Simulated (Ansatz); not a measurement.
Input (CCSDT(Q)/def2-SVP; Ansatz, a program for electronic structure):

Ansatz 0.2 input:
```yaml
crystal:
  periodic: [false, false, false]
  atoms:
    - {symbol: Cd, position_ang: [-0.26719570, -0.16242977, -0.22077750]}
    - {symbol: C, position_ang: [1.35646363, 0.82460186, 1.12081387]}
    - {symbol: H, position_ang: [1.86111821, 0.00485552, 1.62416967]}
    - {symbol: H, position_ang: [0.81830230, 1.47429464, 1.80514496]}
    - {symbol: H, position_ang: [2.00719141, 1.36986754, 0.44312216]}
basis:
  gaussian:
    orbitals: def2-SVP
magnetization: {spin_polarized: true, initial_magnetization: 1}
correlation: {method: ccsdt_q, electrons: outside_noble_gas}
```

Output:

```
Functional definition: HF
integrals: 0.07 GiB planned
1132 factors; integrals over basis functions are off by at most 1.5e-7 eV
mean field: 0.22 GiB planned
mean field evaluation 1: about -5613.7607 eV, gradient 1.6e1 eV
mean field evaluation 2: about -5613.8670 eV, gradient 1.6e1 eV
mean field evaluation 4: about -5615.7005 eV, gradient 1.9e0 eV
mean field evaluation 8: about -5615.7885 eV, gradient 3.0e-1 eV
mean field evaluation 16: about -5615.7911 eV, gradient 2.4e-6 eV
mean field evaluation 32: about -5612.6714 eV, gradient 7.7e-1 eV
mean field evaluation 64: about -5612.8575 eV, gradient 2.4e0 eV
mean field -5615.79108613 eV, -206.3765158955 hartree, gradient 3.0e-6 eV, S^2 0.809784; 0 other end points of the search recorded, 0 dependent functions left out
5 core orbitals not correlated
reference -5615.79108613 eV, -206.3765158955 hartree; 10, 9 occupied and 45, 46 virtual orbitals, 1132 factors
second order -11.41405027 eV of doubles, -0.00000000 eV of singles
coupled cluster: 2.26 GiB planned
cycle   1  -11.40643807 eV  change    7.6e-3 eV  update   8.6e-2
cycle   2  -11.86647047 eV  change   -4.6e-1 eV  update   3.9e-2
cycle   3  -12.04097823 eV  change   -1.7e-1 eV  update   2.2e-2
cycle   4  -12.01860336 eV  change    2.2e-2 eV  update   8.2e-3
cycle   5  -12.00515676 eV  change    1.3e-2 eV  update   4.2e-3
cycle   6  -12.01018764 eV  change   -5.0e-3 eV  update   1.5e-3
cycle   7  -12.01216460 eV  change   -2.0e-3 eV  update   8.0e-4
cycle   8  -12.01132888 eV  change    8.4e-4 eV  update   3.4e-4
cycle   9  -12.01137935 eV  change   -5.0e-5 eV  update   1.9e-4
cycle  10  -12.01128257 eV  change    9.7e-5 eV  update   9.2e-5
cycle  11  -12.01127517 eV  change    7.4e-6 eV  update   4.2e-5
cycle  12  -12.01133731 eV  change   -6.2e-5 eV  update   1.6e-5
cycle  13  -12.01133921 eV  change   -1.9e-6 eV  update   7.1e-6
cycle  14  -12.01134169 eV  change   -2.5e-6 eV  update   3.5e-6
cycle  15  -12.01134490 eV  change   -3.2e-6 eV  update   1.5e-6
cycle  16  -12.01134527 eV  change   -3.7e-7 eV  update   6.9e-7
perturbative correction -0.01406416 eV, -0.0005168483 hartree
Total energy: -5627.81649557 eV, -206.8184415411 hartree
```

The determinant is spin-contaminated: <S^2> is 0.81, 0.06 over the pure value.
